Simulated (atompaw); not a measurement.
u(r) = r·R(r): atom against pseudo-atom (F)

Columns: radius, all-electron u(r) and pseudo u(r) of the 2s shell (level -67.61 eV) of fluorine in the configuration [He] 2s2 2p3; LDA (PW92), scalar-relativistic, PAW (atompaw) scheme, atompaw 4.2.0.5.

| r (bohr) | all-electron | pseudo |
| --- | --- | --- |
| 0.052 | -0.4229 | 0.1099 |
| 0.104 | -0.4841 | 0.2183 |
| 0.156 | -0.3616 | 0.3236 |
| 0.208 | -0.1564 | 0.4244 |
| 0.260 | 0.0738 | 0.5195 |
| 0.312 | 0.2974 | 0.6077 |
| 0.363 | 0.4943 | 0.6866 |
| 0.415 | 0.6649 | 0.7585 |
| 0.467 | 0.8030 | 0.8212 |
| 0.519 | 0.9095 | 0.8743 |
| 0.571 | 0.9869 | 0.9173 |
| 0.623 | 1.0386 | 0.9502 |
| 0.675 | 1.0683 | 0.9730 |
| 0.727 | 1.0796 | 0.9860 |
| 0.779 | 1.0757 | 0.9896 |
| 0.831 | 1.0595 | 0.9845 |
| 0.883 | 1.0338 | 0.9714 |
| 0.935 | 1.0007 | 0.9514 |
| 0.987 | 0.9622 | 0.9254 |
| 1.038 | 0.9207 | 0.8949 |
| 1.090 | 0.8758 | 0.8597 |
| 1.142 | 0.8295 | 0.8208 |
| 1.194 | 0.7826 | 0.7789 |
| 1.246 | 0.7358 | 0.7348 |
| 1.298 | 0.6897 | 0.6897 |
| 1.350 | 0.6448 | 0.6448 |

(1) How many radial nodes do the two functions have?

(2) Is the pseudo-wave norm-conserving?

Results:

(1) The all-electron 2s function has n − l − 1 = 1; the pseudo-wave has 0, since the states of the same l below it are removed with the core.

(2) No, it belongs to a PAW set: the norm inside the radius is not constrained, and the difference is carried by the augmentation charge.
